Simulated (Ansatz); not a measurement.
This geometry of H2S + H5NOSi (11 atoms, charge 0, multiplicity 1) is a first-order saddle point.

Level of theory: RKS CAM-B3LYP/def2-SVP in Ansatz.

```xyz
11
Properties=species:S:1:pos:R:3
Si -0.297 -0.320 -0.371
O 0.577 0.810 0.851
H 0.248 -0.626 -1.715
H -1.741 -0.304 -0.055
N 0.415 -1.698 0.464
H 0.571 1.675 0.275
S -0.499 2.047 -1.306
H 1.438 0.452 1.129
H 0.742 -2.474 -0.103
H 0.056 -2.035 1.353
H -1.512 2.473 -0.521
```

(1) Which two structures does it join? (They come from a converged band through this point; their orientation in space is the band's.)

(2) How far does it lie above each of them?

Results:

(1) Bonds broken: Si1–O2, H6–S7. Bonds formed: Si1–S7, O2–H6. H2S + H5NOSi becomes H2O + H5NSSi.

Initial state:

```xyz
11
Properties=species:S:1:pos:R:3
Si -0.041 -1.088 -0.462
O 0.386 0.471 -0.017
H 0.739 -1.515 -1.654
H -1.489 -0.953 -0.739
N 0.253 -2.287 0.726
H -0.277 2.422 -0.411
S -0.502 3.747 -0.569
H 1.304 0.625 0.234
H 1.054 -2.905 0.695
H -0.257 -2.356 1.598
H -1.169 3.840 0.600
```

Final state:

```xyz
11
Properties=species:S:1:pos:R:3
Si -0.439 -0.710 -1.102
O -0.198 1.540 1.556
H -0.096 -1.596 -2.248
H -1.859 -0.932 -0.724
N 0.461 -1.035 0.372
H 0.628 1.981 1.792
S 0.015 1.266 -1.744
H 0.067 0.615 1.364
H 1.476 -1.064 0.294
H 0.143 -1.823 0.933
H -0.198 1.759 -0.492
```

(2) 136.3 kJ/mol above the first and 111.6 kJ/mol above the second. This is the barrier of this one path; another mechanism may lie lower. The orbitals stay closed-shell, which can raise the energy where a bond breaks towards radicals; this wasn't checked here.

Run time: 7 min on 4 threads of Arm Neoverse N1, with other jobs on the host, peak memory 0.27 GiB.
